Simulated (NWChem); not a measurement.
CH3BO3; SMILES C1OB(O1)O

```xyz
8

O      0.0837     1.8249     0.0000
B      0.0325     0.4865     0.0000
O     -1.0369    -0.4009     0.0000
C     -0.0077    -1.3810     0.0000
O      1.0567    -0.4434     0.0000
H     -0.7887     2.2314     0.0000
H     -0.0208    -2.0040     0.9103
H     -0.0208    -2.0040    -0.9103
```
Atoms are numbered in this order, from 1.

Level: PBE0/def2-SVP (NWChem), optimised geometry, unscaled harmonic frequencies. 

List the harmonic frequencies with IR intensities, and the thermochemistry.


```json
[
 {"frequency (cm⁻¹)": "238", "IR intensity (km/mol)": "9.4"},
 {"frequency (cm⁻¹)": "389", "IR intensity (km/mol)": "15.4"},
 {"frequency (cm⁻¹)": "437", "IR intensity (km/mol)": "112.2"},
 {"frequency (cm⁻¹)": "675", "IR intensity (km/mol)": "69.6"},
 {"frequency (cm⁻¹)": "696", "IR intensity (km/mol)": "7.4"},
 {"frequency (cm⁻¹)": "933", "IR intensity (km/mol)": "76.2"},
 {"frequency (cm⁻¹)": "968", "IR intensity (km/mol)": "90.7"},
 {"frequency (cm⁻¹)": "1020", "IR intensity (km/mol)": "1.3"},
 {"frequency (cm⁻¹)": "1124", "IR intensity (km/mol)": "165.8"},
 {"frequency (cm⁻¹)": "1140", "IR intensity (km/mol)": "0.0"},
 {"frequency (cm⁻¹)": "1156", "IR intensity (km/mol)": "9.7"},
 {"frequency (cm⁻¹)": "1217", "IR intensity (km/mol)": "130.0"},
 {"frequency (cm⁻¹)": "1440", "IR intensity (km/mol)": "133.0"},
 {"frequency (cm⁻¹)": "1520", "IR intensity (km/mol)": "102.1"},
 {"frequency (cm⁻¹)": "1623", "IR intensity (km/mol)": "451.8"},
 {"frequency (cm⁻¹)": "3064", "IR intensity (km/mol)": "63.2"},
 {"frequency (cm⁻¹)": "3138", "IR intensity (km/mol)": "33.5"},
 {"frequency (cm⁻¹)": "3929", "IR intensity (km/mol)": "138.6"}
]
```

The zero-point energy comes out as 35.3 kcal/mol. The thermal correction to the enthalpy at 298.15 K (with zero-point energy) is 38.6 kcal/mol and the heat capacity Cv is 14.7 cal/(mol K). The entropy at 298.15 K and 1 atm (symmetry number 1) is 68.3 cal/(mol K). The dipole moment is 1.59 D.

Rigid rotor and harmonic oscillator.
